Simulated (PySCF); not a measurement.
# C₆ coefficients of unlike pairs at M06

Calculated with PySCF 2.14 from the dipole response of each species, C₆(A,B) = (3/π) ∫ α_A(iu) α_B(iu) du, in atomic units, from isotropic polarisabilities. For ions this is the dispersion term alone; charge-induced terms of lower order in 1/R come first.

```csv
species,configuration,basis,relativity,α (bohr³),C₆ (like pair)
C³⁺,[He] 2s1 (2S),dyall-av2z (11s7p2d),none,3.073,2.314
Cd³⁺,[Kr] 4d9 (2D),def2-QZVPPD with the def2 core potential (28 electrons) (7s5p4d4f2g),core potential,3.690,16.19
Al²⁺,[Ne] 3s1 (2S),"aug-cc-pV(Q+d)Z with one added diffuse shell each of s, p, d, f, g type (8s7p6d4f3g)",none,14.30,37.81
```

Q: Estimate C₆ for Cd³⁺ with C³⁺.

A: The integral gives 4.810. The combination rule 2 C_A C_B / (C_A α_B/α_A + C_B α_A/α_B) gives 4.609 and the geometric mean 6.122.

No spin-orbit coupling is included.

The other pairs:

```tsv
pair	C₆
Al²⁺, Cd³⁺	17.63
Al²⁺, C³⁺	9.258
```
